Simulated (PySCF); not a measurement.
Compound: C₆H₂F₄.
SMILES: `c1(c(cc(cc1F)F)F)F`

A linear-response calculation (PySCF, def2-SVPD basis, gas phase, vertical, core orbitals frozen in the response) gave these numbers; the functional is withheld.

Orbital energies (eV): HOMO-3 -12.72, HOMO-2 -12.12, HOMO-1 -9.31, HOMO -8.91, LUMO 0.03, LUMO+1 0.36, LUMO+2 0.89.

```tsv
state	E (eV)	f	main configurations (H = HOMO, L = LUMO)
S1	5.39	0.013	H→L (67%), H-1→L+1 (32%)
S2	6.21	0.0002	H→L+1 (52%), H-1→L (47%)
S3	6.45	0.0021	H→L+2 (92%)
S4	6.93	0.0003	H-1→L+2 (93%)
S5	7.09	0.567	H-1→L (50%), H→L+1 (46%)
S6	7.17	0.588	H-1→L+1 (66%), H→L (31%)
```

Triplets (Tamm–Dancoff): T1 4.08 eV, H→L+1 (52%), H-1→L (43%); T2 4.59 eV, H→L (92%); T3 4.80 eV, H-1→L (54%), H→L+1 (45%); T4 5.37 eV, H-1→L+1 (93%).

Vertical ionisation energy by ΔSCF with the same functional: 9.76 eV. Mean static polarisability: 68.9 au.

Question: Name the functional.
A. PBE
B. CAM-B3LYP
C. HF
D. B3LYP

Answer: B. CAM-B3LYP is range-separated, 19% exact exchange at short range and 65% at long range (ω = 0.33 bohr⁻¹). In this run −ε(HOMO) = 8.91 eV differs from the ΔSCF value by -0.84 eV, and S1 differs from the orbital gap of 8.94 eV by -3.55 eV. The ratio −ε(HOMO)/IP is 0.91. Small neutral molecules mostly give 0.85 to 0.93 with CAM-B3LYP, 0.5 to 0.7 with PBE, 0.67 to 0.83 with B3LYP; with Hartree–Fock the ratio is 1 or more (Koopmans' value less the relaxation energy is the ΔSCF value). The other options: PBE, a GGA without exact exchange; HF, time-dependent Hartree–Fock, 100% exact exchange; B3LYP, a global hybrid with 20% exact exchange.

Level of theory: TDDFT CAM-B3LYP/def2-SVPD, vertical, gas phase, core orbitals frozen in the response (PySCF 2.14.0, density-fitted response routines). Isolated species at its PBE0-D3(BJ)/def2-SVP geometry, gas phase.
